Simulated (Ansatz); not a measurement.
Program: Ansatz.

Input:

```yaml
crystal:
  periodic: [false, false, false]
  atoms:
    - { symbol: C, position_ang: [-1.742149, 1.113676, 0.572036] }
    - { symbol: C, position_ang: [-0.302092, 0.819537, 0.581609] }
    - { symbol: C, position_ang: [0.849632, 0.691967, 1.173925] }
    - { symbol: C, position_ang: [0.838028, 0.368484, -0.303234] }
    - { symbol: Sn, position_ang: [0.981162, -1.673275, -1.040779] }
    - { symbol: H, position_ang: [-2.108684, 1.405824, 1.567182] }
    - { symbol: H, position_ang: [-1.967714, 1.922285, -0.143452] }
    - { symbol: H, position_ang: [-2.307791, 0.229006, 0.231295] }
    - { symbol: H, position_ang: [1.464927, 0.732676, 2.07064] }
    - { symbol: H, position_ang: [1.274021, 1.10768, -1.002494] }
    - { symbol: H, position_ang: [0.306876, -1.842851, -2.615565] }
    - { symbol: H, position_ang: [0.120242, -2.700182, 0.038867] }
    - { symbol: H, position_ang: [2.613942, -2.209527, -1.115229] }
basis:
  gaussian: { orbitals: def2-SVP }
hamiltonian:
  xc: r2scan
neb:
  order_check: false
  images: 3
  f_tol: 0.03
  max_iterations: 8
  initial_path: idpp
  climbing: true
  final_atoms:
    - { symbol: C, position_ang: [-1.68403422, 0.97854943, 0.90050742] }
    - { symbol: C, position_ang: [-0.26058436, 0.8514824, 0.557505] }
    - { symbol: C, position_ang: [1.00892021, 0.93457356, 0.83168499] }
    - { symbol: C, position_ang: [0.67308591, 0.41417407, -0.54797339] }
    - { symbol: Sn, position_ang: [0.91688789, -1.67847373, -1.09098226] }
    - { symbol: H, position_ang: [-1.83003025, 1.37119729, 1.9176116] }
    - { symbol: H, position_ang: [-2.19660252, 1.64293213, 0.18470029] }
    - { symbol: H, position_ang: [-2.18113958, -0.0043696, 0.82461274] }
    - { symbol: H, position_ang: [1.81575745, 1.16629298, 1.52408693] }
    - { symbol: H, position_ang: [0.80939849, 1.09568005, -1.40946827] }
    - { symbol: H, position_ang: [2.51956754, -2.01781939, -1.6156422] }
    - { symbol: H, position_ang: [-0.15256421, -2.14667412, -2.35635715] }
    - { symbol: H, position_ang: [0.58173765, -2.64224507, 0.29451531] }
  spring: -5.0
```

Run as:

```bash
$ ansatz run input.yaml --threads 2 --pin off --max-ram 3072MiB --backend cpu --events-out ev --progress --plain --runs-dir out
```

Does this input run?

The input was rejected before any iteration.

```
Error: invalid value for `neb.spring`: must be finite and > 0; got -5 eV/Å²
```
